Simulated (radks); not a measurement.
Results of a calculation; reference values are marked as such.
Te, 52 electrons, occupied as [Kr] 4d10 5s2 5p4. Level of theory: Dirac Kohn-Sham, HCTH/407, spin-unpolarised, spherical densities, point nucleus; open shells fill j = l - 1/2 first (a radial shooting solver on a logarithmic mesh with Libxc functionals).

Normalised radial functions P(r) = r R(r) (large component), r in bohr:

| r | 4p1/2 |
|---|---|
| 0.002004 | 0.0073 |
| 0.003088 | 0.0134 |
| 0.004794 | 0.0256 |
| 0.007384 | 0.0490 |
| 0.01147 | 0.0942 |
| 0.01766 | 0.1728 |
| 0.02742 | 0.2957 |
| 0.04258 | 0.4331 |
| 0.06559 | 0.4665 |
| 0.1018 | 0.1938 |
| 0.1569 | -0.3934 |
| 0.2436 | -0.7107 |
| 0.3752 | 0.0033 |
| 0.5825 | 1.1168 |
| 0.8973 | 1.1321 |
| 1.393 | 0.4133 |
| 2.146 | 0.0552 |
| 3.332 | 0.0018 |
| 5.133 | 0.0000 |
| 7.969 | 0.0000 |

4p1/2: eigenvalue -122.07 eV, 2 radial nodes at r = 0.119, 0.375 bohr, <r> = 0.800 bohr, 90 % of the charge inside 1.17 bohr.
